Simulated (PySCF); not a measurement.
Species: C3H4GeO.
Cartesian coordinates in Å at the PBE0-D3(BJ)/def2-SVP level; atoms count from 1:
```xyz
9
C3H4GeO angstrom
C      2.2203    0.7996   -0.1962
C      1.4277   -0.1118   -0.0732
C      0.3800   -1.1045    0.0861
O      0.5858   -2.2947    0.0490
Ge    -1.4677   -0.3691    0.3713
H      2.9427    1.5887   -0.3078
H     -1.4532    0.5611    1.5966
H     -1.8713    0.4419   -0.8722
H     -2.4132   -1.5571    0.5865
```

Method used: PBE0-D3(BJ)/def2-SVP geometry optimisation, gas phase in PySCF 2.14.0.

Masses are those of the commonest isotopes; rigid-rotor values at the optimised geometry. 

Give the principal moments of inertia and the rotational constants in MHz.

Ia = 89.07, Ib = 258.03, Ic = 340.77 u·Å²; 505379 MHz·u·Å²/I gives A = 5674, B = 1959, C = 1483 MHz.

What kind of rotor is it?

An asymmetric top: κ = (2 × 1959 − 5674 − 1483)/(5674 − 1483) = -0.77.

What does the inertial defect say?

Not planar: Δ = Ic − Ia − Ib = -6.33 u·Å². For a rigid frame Δ = −2 Σ m c², so Σ m c² = 3.17 u·Å² lies off the ab plane, practically all of it from hydrogen. The atom farthest from that plane is 1.29 Å away.

Give the other two planar moments, Paa and Pbb, and the rms extents of the mass along the axes.

Paa = Σ m a² = (Ib + Ic − Ia)/2 = 254.87 and Pbb = Σ m b² = (Ia + Ic − Ib)/2 = 85.90 u·Å². With the mass M = 129.95 u, the rms extents √(P/M) along a, b and c are 1.40, 0.81, 0.16 Å.

Which lines would a microwave search look for?

The dipole components are |μa| = 0.15 D, |μb| = 2.69 D, |μc| = 0.00 D. Intensities carry the squares of the components, which stand as 0.00 : 1.00 : 0.00 (a : b : c). Some of the stronger lines:

| type | branch | J(Ka,Kc) | MHz | lower level (cm⁻¹) |
| --- | --- | --- | --- | --- |
| b | R | 4(1,3) ← 3(2,2) | 4163 | 1.216 |
| b | Q | 2(1,1) ← 2(0,2) | 4709 | 0.343 |
| b | Q | 3(1,2) ← 3(0,3) | 5564 | 0.682 |
| b | R | 3(0,3) ← 2(1,2) | 6873 | 0.452 |
| b | Q | 5(1,4) ← 5(0,5) | 8573 | 1.676 |
| b | Q | 5(2,3) ← 5(1,4) | 9887 | 1.962 |
| b | Q | 4(2,2) ← 4(1,3) | 10191 | 1.355 |
| b | R | 4(0,4) ← 3(1,3) | 10645 | 0.772 |
| b | Q | 3(2,1) ← 3(1,2) | 10673 | 0.867 |
| b | Q | 2(2,0) ← 2(1,1) | 11190 | 0.500 |
| b | R | 5(0,5) ← 4(1,4) | 14349 | 1.197 |
| b | Q | 5(3,2) ← 5(2,3) | 18803 | 2.291 |
| b | R | 2(2,0) ← 1(1,1) | 19024 | 0.239 |
| b | Q | 3(3,0) ← 3(2,1) | 19583 | 1.223 |
| b | Q | 4(3,2) ← 4(2,3) | 19905 | 1.674 |
| b | Q | 5(3,3) ← 5(2,4) | 20123 | 2.245 |
| b | R | 4(2,2) ← 3(1,3) | 27666 | 0.772 |
| b | R | 5(2,3) ← 4(1,4) | 32809 | 1.197 |
| b | R | 4(3,2) ← 3(2,1) | 33426 | 1.223 |
| b | Q | 5(5,1) ← 5(4,2) | 35493 | 3.836 |
| b | R | 4(4,1) ← 3(3,0) | 41446 | 1.877 |
| b | R | 4(4,0) ← 3(3,1) | 41448 | 1.877 |
| b | R | 5(5,1) ← 4(4,0) | 52796 | 3.259 |
| b | R | 5(5,0) ← 4(4,1) | 52796 | 3.259 |

Stationary, but not proved a minimum. Constants of a rigid frame at the computed geometry: no zero-point averaging, no centrifugal distortion. A rigid rotor knows nothing of internal rotation, which can split or shift real lines.

On Arm Neoverse V2, one thread, shared host with 32 logical CPUs at a one-minute load of 14, this took 22 s and 0.44 GiB of memory at its peak. This is the geometry optimisation.
